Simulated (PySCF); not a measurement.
# Electron correlation in Ar²⁺ (argon, charge +2)

[Ne] 3s2 3p3 3d1, high-spin 5D determinant (an excited configuration). Computed with PySCF 2.14 in dyall-av3z (19s12p3d2f, 84 functions), with the spin-free X2C one-electron Hamiltonian (Gaussian nucleus). Frozen: [Ne]; 6 electrons correlated; the 23 highest virtual orbitals of each spin left out.

```csv
level,correlation energy (mhartree)
CCSD,-131.29
(T),-3.00
CCSD(T),-134.29
```

Diagnostics: T1 = 0.0034, D1 = 0.0066, largest double amplitude 0.053.

Task: Is a single reference adequate?

Result: Yes: T1 lies below 0.03 and no double amplitude reaches 0.07.
